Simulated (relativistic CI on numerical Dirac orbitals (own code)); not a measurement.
# Energy levels of Tb XXX

These numbers are calculated, not measured: Dirac-Coulomb-Breit CI, KLI orbitals optimised for each configuration, model QED (radiative potential, 1s self-energy scaled to tabulated hydrogen-like ionisation energies), unscaled Slater integrals (own radial code, finite nucleus).

Configuration list (outside the closed core [Ar] 3d10): 4s²4p⁶, 4s²4p⁵4d, 4s4p⁶4d, 4s²4p⁵4f, 4s4p⁶4f, 4s²4p⁵5s, 4p⁶4d4f, 4s²4p⁵5p, 4s4p⁶5s, 4s²4p⁵5d, 4s4p⁶5p, 4s²4p⁵5f, 4s²4p⁵5g, 4s4p⁶5d, 4s²4p⁵6s, 4p⁶4f5s, 4s4p⁶5f, 4s²4p⁵6p, 4s²4p⁵6d, 4s4p⁶5g, 4s²4p⁵6f, 4p⁶4d², 4p⁵4d³, 4p⁵4d²4f, 4p⁵4d²5s, 4p⁵4d²5p, 4p⁶4f², 4p⁵4d4f², 4p⁵4f³, 4p⁵4f²5s, 4p⁵4f²5p, 4p⁶4d5s, 4p⁵4d4f5s, 4p⁵4d5s², 4p⁵4d5s5p. Double excitations out of closed p, d and f shells are left out; levels of such configurations are missing from the list, as are those of other unlisted configurations, and high levels can miss mixing partners. These lack a partner that the ground configuration has and come out too high: 4s²4p⁵5d, 4s²4p⁵5f, 4s²4p⁵5g, 4s²4p⁵6s, 4s²4p⁵6p.

```csv
No.,Configuration,Term,J,E (Ry),%,jj configuration (%)
1,4s²4p⁶,¹S,0,0.0000,100,closed (100)
2,4s²4p⁵4d,³P°,0,8.6144,100,4p3/2^3 4d3/2 (100)
3,4s²4p⁵4d,³P°,1,8.8461,80,4p3/2^3 4d3/2 (89)
4,4s²4p⁵4d,³F°,3,9.0671,61,4p3/2^3 4d3/2 (99)
5,4s²4p⁵4d,³D°,2,9.1484,52,4p3/2^3 4d3/2 (96)
6,4s²4p⁵4d,³F°,4,9.5228,100,4p3/2^3 4d5/2 (100)
7,4s²4p⁵4d,¹D°,2,9.6807,48,4p3/2^3 4d5/2 (95)
8,4s²4p⁵4d,³D°,3,10.0286,67,4p3/2^3 4d5/2 (99)
9,4s²4p⁵4d,³D°,1,10.8420,60,4p3/2^3 4d5/2 (71)
10,4s²4p⁵4d,³F°,2,12.2621,69,4p1/2 4p3/2^4 4d3/2 (99)
11,4s²4p⁵4d,³D°,2,12.9987,42,4p1/2 4p3/2^4 4d5/2 (99)
12,4s²4p⁵4d,³F°,3,13.1391,38,4p1/2 4p3/2^4 4d5/2 (99)
13,4s²4p⁵4d,¹P°,1,13.8670,76,4p1/2 4p3/2^4 4d3/2 (82)
14,4s4p⁶4d,³D,1,18.3690,84,4s 4d3/2 (84)
15,4s4p⁶4d,³D,2,18.5935,81,4s 4d3/2 (72)
16,4s4p⁶4d,³D,3,19.1284,87,4s 4d5/2 (87)
17,4s4p⁶4d,¹D,2,19.9192,93,4s 4d5/2 (73)
18,4s²4p⁵4f,³G,5,20.8165,100,4p3/2^3 4f7/2 (100)
19,4s²4p⁵4f,³G,4,20.8228,60,4p3/2^3 4f5/2 (99)
20,4s²4p⁵4f,³D,1,20.9174,84,4p3/2^3 4f5/2 (84)
21,4s²4p⁵4f,³F,3,21.0388,40,4p3/2^3 4f5/2 (98)
22,4s²4p⁵4f,³D,2,21.0492,59,4p3/2^3 4f5/2 (72)
23,4s²4p⁵4f,³D,3,21.2255,40,4p3/2^3 4f7/2 (89)
24,4s²4p⁵4f,³F,4,21.2454,66,4p3/2^3 4f7/2 (99)
25,4s²4p⁵4f,¹D,2,21.5137,58,4p3/2^3 4f7/2 (78)
26,4s²4p⁵4f,³G,3,24.1117,68,4p1/2 4p3/2^4 4f5/2 (99)
27,4s²4p⁵4f,³D,3,24.3572,47,4p1/2 4p3/2^4 4f7/2 (97)
28,4s²4p⁵4f,³G,4,24.3605,36,4p1/2 4p3/2^4 4f7/2 (100)
29,4s²4p⁵4f,³F,2,24.5476,42,4p1/2 4p3/2^4 4f5/2 (98)
30,4s4p⁶4f,³F°,2,30.6024,100,4s 4f5/2 (100)
31,4s4p⁶4f,³F°,3,30.6470,96,4s 4f5/2 (74)
32,4s4p⁶4f,³F°,4,30.7372,100,4s 4f7/2 (100)
33,4s4p⁶4f,¹F°,3,31.0420,96,4s 4f7/2 (74)
34,4s²4p⁵5s,³P°,2,32.6615,100,4p3/2^3 5s (100)
35,4s²4p⁵5s,¹P°,1,32.7799,64,4p3/2^3 5s (100)
36,4s²4p⁵5p,³P,1,35.2561,44,4p3/2^3 5p1/2 (97)
37,4s²4p⁵5p,³D,2,35.3447,52,4p3/2^3 5p1/2 (100)
38,4s²4p⁵5s,³P°,0,35.9895,99,4p1/2 4p3/2^4 5s (99)
39,4s²4p⁵5s,³P°,1,36.0607,64,4p1/2 4p3/2^4 5s (100)
40,4s²4p⁵5p,¹P,1,36.6204,54,4p3/2^3 5p3/2 (97)
41,4s²4p⁵5p,³D,3,36.6289,100,4p3/2^3 5p3/2 (100)
42,4s²4p⁵5p,³P,2,36.8243,67,4p3/2^3 5p3/2 (100)
43,4s²4p⁵5p,¹S,0,37.2108,51,4p3/2^3 5p3/2 (97)
44,4p⁶4d²,³F,2,37.8267,81,4d3/2^2 (96)
45,4p⁶4d²,³P,0,38.3261,82,4d3/2^2 (93)
```

Energies count from the lowest computed level; ° marks odd parity. Filled j subshells are mostly left out of the jj labels.

The mean weight of the leading LS term, summed over parents, in these 45 levels is 71 %, and that of the leading jj configuration (from the same eigenvectors) 93 %, so jj coupling describes them better and the LS labels are nominal.

At this charge energies of transitions that change n are usually good to better than 1 %, and those within a shell (Δn = 0) to a few per cent.

LS names give the leading component of a level, which can be under half, so a name can repeat, a term be missing and a line seem to break the LS rules.
